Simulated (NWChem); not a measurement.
Program: NWChem. System: F3In, charge 0, spin multiplicity 1, at a geometry optimised with PBE0/def2-SVP with def2 effective core potentials on In. The structure started from a generated list of species. Level: B3LYP/def2-TZVP with def2 effective core potentials on In, VWN1-RPA local correlation.

Part of the output:

```
             Northwest Computational Chemistry Package (NWChem) 7.3.0
             --------------------------------------------------------

                                NWChem Input Module
                                -------------------

 Scaling coordinates for geometry "geometry" by  1.889725989
 (inverse scale =  0.529177249)

 Turning off AUTOSYM since
 SYMMETRY directive was detected!

                             Geometry "geometry" -> ""
                             -------------------------

 Output coordinates in angstroms (scale by  1.889725989 to convert to a.u.)

  No.       Tag          Charge          X              Y              Z
 ---- ---------------- ---------- -------------- -------------- --------------
    1 In                  49.0000     0.00000000     0.00000000     0.00004700
    2 F                    9.0000     0.00000000     0.00000000     1.93512600
    3 F                    9.0000    -1.67572800     0.00000000    -0.96769100
    4 F                    9.0000     1.67572800     0.00000000    -0.96769100

 Effective nuclear repulsion energy (a.u.)     400.1591340937

            Nuclear Dipole moment (a.u.)
            ----------------------------
        X                 Y               Z
 ---------------- ---------------- ----------------
     0.0000000000     0.0000000000    -0.0000018897

      Symmetry information
      --------------------

 Group name             C2v
 Group number             16
 Group order               4
 No. of unique centers     3

      Symmetry unique atoms

     1    2    3


 Summary of "ao basis" -> "" (spherical)
 ------------------------------------------------------------------------------
       Tag                 Description            Shells   Functions and Types
 ---------------- ------------------------------  ------  ---------------------
 *                         def2-tzvp                  on all atoms

                                 NWChem DFT Module
                                 -----------------

 Summary of "ao basis" -> "ao basis" (spherical)
 ------------------------------------------------------------------------------
       Tag                 Description            Shells   Functions and Types
 ---------------- ------------------------------  ------  ---------------------
 In                        def2-tzvp                16       50   6s5p3d2f
 F                         def2-tzvp                11       31   5s3p2d1f
[...]
 Vector   23  Occ=2.000000D+00  E=-3.998385D-01  Symmetry=a1
              MO Center=  1.4D-10, -3.4D-16, -4.2D-01, r^2= 4.0D+00
   Bfn.  Coefficient  Atom+Function         Bfn.  Coefficient  Atom+Function
  ----- ------------  ---------------      ----- ------------  ---------------
    89      0.312781  3 F  pz               120      0.312781  4 F  pz
    92      0.251536  3 F  pz               123      0.251536  4 F  pz
    58      0.215913  2 F  pz                24      0.184913  1 In d  0
    95      0.176934  3 F  pz               126      0.176934  4 F  pz
    61      0.174232  2 F  pz                64      0.110361  2 F  pz

 Vector   24  Occ=2.000000D+00  E=-3.998311D-01  Symmetry=b1
              MO Center= -1.4D-10,  3.0D-15,  4.2D-01, r^2= 4.0D+00
   Bfn.  Coefficient  Atom+Function         Bfn.  Coefficient  Atom+Function
  ----- ------------  ---------------      ----- ------------  ---------------
    56      0.345234  2 F  px                59      0.277437  2 F  px
    87      0.248136  3 F  px               118      0.248136  4 F  px
    25      0.213523  1 In d  1              62      0.199234  2 F  px
    90      0.199946  3 F  px               121      0.199946  4 F  px
    93      0.132515  3 F  px               124      0.132515  4 F  px

 Vector   25  Occ=0.000000D+00  E=-1.458524D-01  Symmetry=a1
              MO Center= -3.2D-15,  2.6D-14,  1.7D-04, r^2= 3.3D+00
   Bfn.  Coefficient  Atom+Function         Bfn.  Coefficient  Atom+Function
  ----- ------------  ---------------      ----- ------------  ---------------
     6      0.711419  1 In s                  5      0.596245  1 In s
     2      0.580119  1 In s                  1     -0.427389  1 In s
     3     -0.360288  1 In s                  4     -0.231120  1 In s
    58      0.182383  2 F  pz                87     -0.157907  3 F  px
   118      0.157907  4 F  px                61      0.150251  2 F  pz

 Vector   26  Occ=0.000000D+00  E=-7.158885D-02  Symmetry=b2
              MO Center= -7.7D-15, -2.9D-14,  7.9D-05, r^2= 4.2D+00
   Bfn.  Coefficient  Atom+Function         Bfn.  Coefficient  Atom+Function
  ----- ------------  ---------------      ----- ------------  ---------------
    17      0.565102  1 In py                14      0.377382  1 In py
    11     -0.319707  1 In py                20      0.287792  1 In py
    57     -0.115437  2 F  py                88     -0.115431  3 F  py
   119     -0.115431  4 F  py                63     -0.109650  2 F  py
    94     -0.109636  3 F  py               125     -0.109636  4 F  py

 Vector   27  Occ=0.000000D+00  E= 1.277391D-02  Symmetry=b1
              MO Center= -1.1D-10, -2.9D-15,  2.3D-01, r^2= 9.7D+00
   Bfn.  Coefficient  Atom+Function         Bfn.  Coefficient  Atom+Function
  ----- ------------  ---------------      ----- ------------  ---------------
    19      0.980592  1 In px                13      0.192618  1 In px
    10     -0.156648  1 In px                86      0.139878  3 F  s
   117     -0.139878  4 F  s                 56     -0.102961  2 F  px
    62     -0.096557  2 F  px                85      0.096005  3 F  s
   116     -0.096005  4 F  s                 35     -0.095118  1 In d  1

 center of mass
 --------------
 x =   0.00000000 y =   0.00000000 z =   0.00000590

 moments of inertia (a.u.)
 ------------------
         381.120893596431           0.000000000000           0.000000000000
           0.000000000000         762.144380651749           0.000000000000
           0.000000000000           0.000000000000         381.023487055318

     Multipole analysis of the density
     ---------------------------------

     L   x y z        total         alpha         beta         nuclear
     -   - - -        -----         -----         ----         -------
     0   0 0 0     -0.000000    -24.000000    -24.000000     48.000000

     1   1 0 0     -0.000000     -0.000000     -0.000000      0.000000
     1   0 1 0     -0.000000     -0.000000     -0.000000      0.000000
     1   0 0 1      0.000576      0.001532      0.001532     -0.002489

     2   2 0 0    -33.155276   -106.827643   -106.827643    180.500010
     2   1 1 0     -0.000000     -0.000000     -0.000000      0.000000
     2   1 0 1      0.000000      0.000000      0.000000      0.000000
     2   0 2 0    -23.490253    -11.745126    -11.745126      0.000000
     2   0 1 1     -0.000000     -0.000000     -0.000000      0.000000
     2   0 0 2    -33.156498   -106.851326   -106.851326    180.546153

 Task  times  cpu:        6.2s     wall:        6.2s

 Total times  cpu:        6.2s     wall:        6.2s
```

Task: Write an NWChem input that would produce this output.

Result: This is not unique; one that fits is 
```
start mol
memory heap 200 mb stack 900 mb global 1100 mb
geometry units angstroms nocenter noautoz
  In     0.000000     0.000000     0.000047
  F      0.000000     0.000000     1.935126
  F     -1.675728     0.000000    -0.967691
  F      1.675728     0.000000    -0.967691
  symmetry group C2v
end
basis spherical
  * library def2-tzvp
end
ecp
  In library def2-ecp
end
dft
  xc b3lyp
  semidirect memsize 60000000 filesize 0
  iterations 100
end
task dft energy
```
